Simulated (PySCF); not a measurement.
**Electron correlation in Zn⁺ (zinc, charge +1)**

[Ar] 3d10 4p1, 2P determinant (an excited configuration). Calculation: PySCF 2.14, in dyall-av2z; the non-relativistic Hamiltonian (point nucleus). Frozen: [Ar]; 11 electrons correlated; the 33 highest virtual orbitals of each spin left out.

```csv
level,correlation energy (mhartree)
CCSD,-360.61
(T),-8.94
CCSD(T),-369.55
```

Diagnostics: T1 = 0.013, D1 = 0.0415, largest double amplitude 0.020.

Cost of the coupled-cluster step: of the order of 13 core-seconds, for 11 correlated electrons.
